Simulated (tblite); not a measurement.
Compound: C₆H₁₁NOSi.
SMILES with atom numbers: `[H]/[N:5]=[CH:4]/[C@:3]([CH:2]=[CH2:1])([CH:6]=[O:7])[CH2:8][SiH3:9]` (hydrogens: H10, H11 on C1; H12 on C2; H13 on C4; H14 on N5; H15 on C6; H16, H17 on C8; H18, H19, H20 on Si9)

Computed geometry: GFN2-xTB, gas phase.

(1) Give the optimised bond lengths and angles.

## Answers

(1) 
```
            bond  length (bohr)
           C1=C2          2.493
           C2–C3          2.844
           C3–C4          2.824
           C4=N5          2.365
           C3–C6          2.856
           C6=O7          2.267
           C3–C8          2.903
          C8–Si9          3.618
          C1–H10          2.035
          C1–H11          2.035
          C2–H12          2.046
          C4–H13          2.067
          N5–H14          1.919
          C6–H15          2.093
          C8–H16          2.060
          C8–H17          2.056
Si9–H18, Si9–H19          2.755
         Si9–H20          2.810
```

Bonds in one row agree within 0.02 bohr and their mean is given. A selection of angles:
```
    angle  degrees
 C1–C2–C3    125.9
 C2–C3–C4    111.6
 C2–C3–C6    108.9
 C2–C3–C8    110.3
 C4–C3–C6    110.9
 C4–C3–C8    109.9
 C6–C3–C8    105.0
 C3–C4–N5    118.6
 C3–C6–O7    125.8
C3–C8–Si9    112.9
H14–N5–C4    118.1
```

Dihedral angles: C1–C2–C3–C4 7° (synperiplanar); C2–C3–C4–N5 -101° (anticlinal); C2–C3–C6–O7 -132° (anticlinal); C2–C3–C8–Si9 80° (synclinal); H14–N5–C4–C3 180° (antiperiplanar).

Si9 and N5 aren't drawn bonded (4 bonds apart) but lie 2.42 Å from each other; Cordero's covalent radii sum to 1.82 Å. Of the pairs four or more bonds apart, those above aside, C4···H11 is among the closest relative to their van der Waals radii: 2.54 Å, 87 % of the sum of Bondi's values. The C–C distances run from 1.319 Å (C1=C2, drawn double) to 1.536 Å (C3–C8, drawn single), a spread of 0.217 Å. Si9 (SiH3 silicon) is distorted tetrahedral (angles from 100.9° to 118.2°).

Point group: C1 (no symmetry element, even within 0.4 Å). Its GFN2-xTB frequencies are all real (lowest 49 cm⁻¹). One conformer, not necessarily the lowest. 3 starts were optimised and ended at 0.00, 0.61 and 2.12 kcal/mol (GFN2-xTB); the lowest of these is shown.
